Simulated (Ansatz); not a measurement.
The molecule MgN, multiplicity 4 (lowest of 2S+1 = 2, 4 at CCSD(T)/def2-TZVPP on PBE0 minima; our sources give no spin for the ground state, which may be another).

D_e counts from the fitted minimum to each atom's lowest state at the same level, without counterpoise.

Correlated levels freeze the inner cores; with def2 sets outer-core shells near the valence are correlated too.

Run with Ansatz (a quantum-chemistry and plane-wave program). 

PBE/def2-TZVPP gives 24.91 kcal/mol for the bond energy D_e.

Problem. Predict the shift from PBE, with its sign, for: r2SCAN/def2-TZVPP, PBE0/def2-TZVPP, wB97M-V/def2-TZVPP, B2PLYP/def2-TZVPP, CCSD(T)/def2-QZVPP.

Solution. r2SCAN/def2-TZVPP -3.03; PBE0/def2-TZVPP -5.64; wB97M-V/def2-TZVPP -10.95; B2PLYP/def2-TZVPP -9.37; CCSD(T)/def2-QZVPP -12.93 kcal/mol. 0 of 5 lie above PBE; the widest gap is to CCSD(T)/def2-QZVPP.
